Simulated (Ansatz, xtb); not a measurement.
## Relative energy of two isomers of C2H8GeSSi

Structure a is `C=[CH][Ge@@H]([SiH3])[SH]`, a singlet and structure b is `C=C[Si@@H](S)[GeH3]`, a singlet. Both are isolated molecules in the gas phase, relaxed with B3LYP/def2-SVP; each stands in its lowest conformer found.

a (Å):

```yaml
atoms:
  - { symbol: C, position_ang: [0.0194, 1.4114, -0.9231] }
  - { symbol: C, position_ang: [-0.3421, 0.7756, -2.0437] }
  - { symbol: Ge, position_ang: [-0.1816, -1.1552, -2.3183] }
  - { symbol: S, position_ang: [-2.2204, -2.0371, -2.7864] }
  - { symbol: Si, position_ang: [0.7693, -2.3145, -0.4364] }
  - { symbol: H, position_ang: [0.4500, 0.8870, -0.0619] }
  - { symbol: H, position_ang: [-0.0955, 2.4959, -0.8088] }
  - { symbol: H, position_ang: [-0.7757, 1.3523, -2.8709] }
  - { symbol: H, position_ang: [0.5946, -1.4381, -3.6255] }
  - { symbol: H, position_ang: [-0.1449, -2.1923, 0.7373] }
  - { symbol: H, position_ang: [0.9221, -3.7548, -0.7884] }
  - { symbol: H, position_ang: [2.1045, -1.7588, -0.0623] }
  - { symbol: H, position_ang: [-2.7604, -1.7136, -1.5879] }
```

b (Å):

```yaml
atoms:
  - { symbol: C, position_ang: [-0.7086, 0.5143, -1.8184] }
  - { symbol: C, position_ang: [-0.6756, -0.4338, -2.7656] }
  - { symbol: Ge, position_ang: [0.1668, -2.7424, -0.1666] }
  - { symbol: S, position_ang: [1.4551, -2.8474, -3.6927] }
  - { symbol: Si, position_ang: [-0.2484, -2.2392, -2.4803] }
  - { symbol: H, position_ang: [-0.9586, 1.5568, -2.0471] }
  - { symbol: H, position_ang: [-0.4899, 0.2996, -0.7657] }
  - { symbol: H, position_ang: [-0.8991, -0.1407, -3.8012] }
  - { symbol: H, position_ang: [-1.3373, -3.1126, -3.0076] }
  - { symbol: H, position_ang: [2.3336, -2.0041, -3.1001] }
  - { symbol: H, position_ang: [0.3787, -4.2621, -0.0048] }
  - { symbol: H, position_ang: [1.4481, -2.0261, 0.3183] }
  - { symbol: H, position_ang: [-0.9956, -2.3128, 0.7584] }
```

Estimate which is lower in electronic energy at CCSD(T)/def2-SVP + ΔMP2/def2-TZVPP, and by roughly how much.

The CCSD(T)/def2-SVP + ΔMP2/def2-TZVPP calculation puts structure b lower, by 0.186 eV.

The same difference at several levels:

```csv
level,geometry,E(b) − E(a) (eV),departure from the last row (eV),"job, with rough time for the two"
GFN2-xTB,GFN2-xTB,+0.287,+0.472,"optimisation, 0.41 s"
HF/STO-3G,GFN2-xTB,−0.142,+0.044,"single point, 0.5 s"
r2SCAN-D4/def2-SVP,GFN2-xTB,−0.195,−0.009,"single point, 3.1 s"
B3LYP/def2-SVP,B3LYP/def2-SVP,−0.185,0.000,"optimisation, 71 s"
HF/def2-SVP,B3LYP/def2-SVP,−0.183,+0.003,part of the CCSD(T) run
MP2/def2-SVP,B3LYP/def2-SVP,−0.205,−0.019,part of the CCSD(T) run
CCSD(T)/def2-SVP,B3LYP/def2-SVP,−0.197,−0.011,single point
CCSD(T)/def2-SVP + ΔMP2/def2-TZVPP,B3LYP/def2-SVP,−0.186,,"single point, 42 s"
```

As drawn, b has 1 C–Si, 1 S–Si, 2 Ge–H in place of 1 C–Ge, 1 Ge–S, 2 Si–H.

GFN2-xTB puts the two in the other order. The largest departure from CCSD(T)/def2-SVP + ΔMP2/def2-TZVPP is that of GFN2-xTB, 0.472 eV. The last row adds to CCSD(T) the change of the MP2 difference between the two basis sets, here +0.011 eV.

With thermal terms from frequencies at re-optimised GFN2-xTB minima (ideal gas, soft modes damped towards free rotors, one conformer each, 298.15 K, 1 atm): on the last row, ΔE + ΔZPE = −0.168, ΔH = −0.176, ΔG = −0.164 eV.

The correlated steps freeze 21 core orbitals; the filled d shell of Ge is correlated, in a basis made for valence electrons. Run with Ansatz 0.2.0, xtb 6.7.1; the last row on 2 threads of Intel(R) Xeon(R) 6975P-C (Granite Rapids) on a shared host.
